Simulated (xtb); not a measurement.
xtb input (GFN2-xTB):

```bash
xtb mol.xyz --gfn 2 --sp --chrg 1 --uhf 0
```
mol.xyz:
```
11

O      1.79691974     0.46548389    -1.30187645
B      1.01581688     0.27566133    -0.24055982
O      1.13787504     0.34305008     1.08655814
O     -0.34277171    -0.11061736    -0.61530870
Si    -1.72243729    -0.46494234     0.50579989
H      2.71927128     0.72392265    -1.19813267
H      1.97687819     0.58601013     1.49257336
H     -0.48625192    -0.17463683    -1.57396722
H     -2.75803042    -0.77720940    -0.48519616
H     -1.24494096    -1.60073119     1.29587841
H     -1.90807299     0.79019797     1.23546098
```

Output:

```
           -------------------------------------------------
          |                Calculation Setup                |
           -------------------------------------------------

           -------------------------------------------------
          |                 G F N 2 - x T B                 |
           -------------------------------------------------

        Reference                      10.1021/acs.jctc.8b01176
      * Hamiltonian:
        H0-scaling (s, p, d)           1.850000    2.230000    2.230000
        zeta-weighting                 0.500000
      * Dispersion:
        s8                             2.700000
        a1                             0.520000
        a2                             5.000000
        s9                             5.000000
      * Repulsion:
        kExp                           1.500000    1.000000
        rExp                           1.000000
      * Coulomb:
        alpha                          2.000000
        third order                    shell-resolved
        anisotropic                    true
        a3                             3.000000
        a5                             4.000000
        cn-shift                       1.200000
        cn-exp                         4.000000
        max-rad                        5.000000

          ...................................................
          :                      SETUP                      :
          :.................................................:
          :  # basis functions                  32          :
          :  # atomic orbitals                  31          :
          :  # shells                           17          :
          :  # electrons                        30          :
          :  max. iterations                   250          :
          :  Hamiltonian                  GFN2-xTB          :
          :  restarted?                      false          :
          :  GBSA solvation                  false          :
          :  PC potential                    false          :
          :  electronic temp.          300.0000000     K    :
          :  accuracy                    1.0000000          :
          :  -> integral cutoff          0.2500000E+02      :
          :  -> integral neglect         0.1000000E-07      :
          :  -> SCF convergence          0.1000000E-05 Eh   :
          :  -> wf. convergence          0.1000000E-03 e    :
          :  Broyden damping             0.4000000          :
          :  net charge                          1          :
          :  unpaired electrons                  0          :
          ...................................................

 iter      E             dE          RMSdq      gap      omega  full diag
   1    -17.9261392 -0.179261E+02  0.961E+00    6.41       0.0  T
   2    -18.0642528 -0.138114E+00  0.637E+00    5.50       1.0  T
   3    -18.0703598 -0.610700E-02  0.259E+00    5.49       1.0  T
   4    -18.0733766 -0.301681E-02  0.141E+00    5.58       1.0  T
   5    -18.0756240 -0.224737E-02  0.462E-01    5.67       1.0  T
   6    -18.0767925 -0.116855E-02  0.110E-01    5.66       1.0  T
   7    -18.0767948 -0.231738E-05  0.467E-02    5.67       1.0  T
   8    -18.0767947  0.170842E-06  0.270E-02    5.66       1.1  T
   9    -18.0767983 -0.361465E-05  0.848E-03    5.67       3.6  T
  10    -18.0767991 -0.867212E-06  0.120E-03    5.67      25.1  T
  11    -18.0767992 -0.819594E-08  0.478E-04    5.67      63.1  T
  12    -18.0767992 -0.510695E-09  0.686E-05    5.67     439.6  T

   *** convergence criteria satisfied after 12 iterations ***

         #    Occupation            Energy/Eh            Energy/eV
      -------------------------------------------------------------
         1        2.0000           -0.9653407             -26.2683
       ...           ...                  ...                  ...
         9        2.0000           -0.7326131             -19.9354
        10        2.0000           -0.7080859             -19.2680
        11        2.0000           -0.6881587             -18.7258
        12        2.0000           -0.6657838             -18.1169
        13        2.0000           -0.6546757             -17.8146
        14        2.0000           -0.6076074             -16.5338
        15        2.0000           -0.6042917             -16.4436 (HOMO)
        16                         -0.3959638             -10.7747 (LUMO)
        17                         -0.3754551             -10.2167
        18                         -0.3709147             -10.0931
        19                         -0.3365847              -9.1589
        20                         -0.2544726              -6.9246
       ...                                ...                  ...
        31                          0.5593201              15.2199
      -------------------------------------------------------------
                  HL-Gap            0.2083279 Eh            5.6689 eV
             Fermi-level           -0.5001278 Eh          -13.6092 eV

 SCC (total)                   0 d,  0 h,  0 min,  0.006 sec
 SCC setup                      ...        0 min,  0.000 sec (  1.319%)
 Dispersion                     ...        0 min,  0.000 sec (  0.746%)
 classical contributions        ...        0 min,  0.000 sec (  0.286%)
 integral evaluation            ...        0 min,  0.001 sec ( 15.838%)
 iterations                     ...        0 min,  0.003 sec ( 50.704%)
 molecular gradient             ...        0 min,  0.002 sec ( 29.081%)
 printout                       ...        0 min,  0.000 sec (  1.791%)

         :::::::::::::::::::::::::::::::::::::::::::::::::::::
         ::                     SUMMARY                     ::
         :::::::::::::::::::::::::::::::::::::::::::::::::::::
         :: total energy             -17.960331568637 Eh    ::
         :: gradient norm              0.025342154901 Eh/a0 ::
         :: HOMO-LUMO gap              5.668891922647 eV    ::
         ::.................................................::
         :: SCC energy               -18.076794581626 Eh    ::
         :: -> isotropic ES            0.179631577056 Eh    ::
         :: -> anisotropic ES         -0.002248642792 Eh    ::
         :: -> anisotropic XC         -0.008041937098 Eh    ::
         :: -> dispersion             -0.004656188270 Eh    ::
         :: repulsion energy           0.116463012989 Eh    ::
         :: add. restraining           0.000000000000 Eh    ::
         :: total charge               1.000000000000 e     ::
         :::::::::::::::::::::::::::::::::::::::::::::::::::::

           -------------------------------------------------
          |                Property Printout                |
           -------------------------------------------------

    * Orbital Energies and Occupations

         #    Occupation            Energy/Eh            Energy/eV
      -------------------------------------------------------------
         1        2.0000           -0.9653407             -26.2683
       ...           ...                  ...                  ...
         3        2.0000           -0.8856394             -24.0995
         4        2.0000           -0.8785370             -23.9062
         5        2.0000           -0.8252778             -22.4570
         6        2.0000           -0.7842436             -21.3404
         7        2.0000           -0.7552567             -20.5516
         8        2.0000           -0.7455500             -20.2874
         9        2.0000           -0.7326131             -19.9354
        10        2.0000           -0.7080859             -19.2680
        11        2.0000           -0.6881587             -18.7258
        12        2.0000           -0.6657838             -18.1169
        13        2.0000           -0.6546757             -17.8146
        14        2.0000           -0.6076074             -16.5338
        15        2.0000           -0.6042917             -16.4436 (HOMO)
        16                         -0.3959638             -10.7747 (LUMO)
        17                         -0.3754551             -10.2167
        18                         -0.3709147             -10.0931
        19                         -0.3365847              -9.1589
        20                         -0.2544726              -6.9246
        21                         -0.2359954              -6.4218
        22                         -0.1789338              -4.8690
        23                         -0.0597504              -1.6259
        24                         -0.0481181              -1.3094
        25                          0.0661250               1.7994
        26                          0.0819833               2.2309
       ...                                ...                  ...
        31                          0.5593201              15.2199
      -------------------------------------------------------------
                  HL-Gap            0.2083279 Eh            5.6689 eV
             Fermi-level           -0.5001278 Eh          -13.6092 eV

     #   Z          covCN         q      C6AA      α(0)
     1   8 O        1.593    -0.431    21.505     6.258
     2   5 B        2.367     0.540    19.279     8.274
     3   8 O        1.593    -0.430    21.480     6.255
     4   8 O        2.337    -0.357    19.989     6.038
     5  14 Si       3.517     0.555    98.585    19.178
     6   1 H        0.805     0.359     0.567     1.183
     7   1 H        0.805     0.360     0.565     1.181
     8   1 H        0.804     0.369     0.546     1.161
     9   1 H        0.917     0.001     3.035     2.725
    10   1 H        0.918     0.017     2.777     2.606
    11   1 H        0.918     0.017     2.777     2.606

 Mol. C6AA /au·bohr⁶  :       1220.075735
 Mol. C8AA /au·bohr⁸  :      38504.691618
 Mol. α(0) /au        :         57.464630

Wiberg/Mayer (AO) data.
largest (>0.10) Wiberg bond orders for each atom

 ---------------------------------------------------------------------------
     #   Z sym  total        # sym  WBO       # sym  WBO       # sym  WBO
 ---------------------------------------------------------------------------
     1   8 O    2.230 --     2 B    1.257     6 H    0.849
     2   5 B    3.376 --     1 O    1.257     3 O    1.249     4 O    0.849
     3   8 O    2.230 --     2 B    1.249     7 H    0.849
     4   8 O    2.442 --     2 B    0.849     8 H    0.844     5 Si   0.598
     5  14 Si   3.341 --    10 H    0.900    11 H    0.900     9 H    0.900
                             4 O    0.598
     6   1 H    0.871 --     1 O    0.849
     7   1 H    0.870 --     3 O    0.849
     8   1 H    0.864 --     4 O    0.844
     9   1 H    0.999 --     5 Si   0.900
    10   1 H    1.000 --     5 Si   0.900
    11   1 H    1.000 --     5 Si   0.900
 ---------------------------------------------------------------------------

Topologies differ in total number of bonds
Writing topology from bond orders to xtbtopo.mol

molecular dipole:
                 x           y           z       tot (Debye)
 q only:       -0.187      -0.050       0.065
   full:        0.334       0.089      -0.161       0.970
molecular quadrupole (traceless):
                xx          xy          yy          xz          yz          zz
 q only:       13.298       6.537      -8.510      -0.564      -0.017      -4.788
  q+dip:       12.258       5.943      -7.297       2.260       0.728      -4.962
   full:       14.062       6.795      -8.486       0.655       0.303      -5.576

           -------------------------------------------------
          | TOTAL ENERGY              -17.960331568637 Eh   |
          | GRADIENT NORM               0.025342154901 Eh/α |
          | HOMO-LUMO GAP               5.668891922647 eV   |
           -------------------------------------------------

------------------------------------------------------------------------
Note: The following floating-point exceptions are signalling: IEEE_UNDERFLOW_FLAG IEEE_DENORMAL
normal termination of xtb
------------------------------------------------------------------------
 total:
 SCF:
```

It need not be the lowest isomer of its formula.
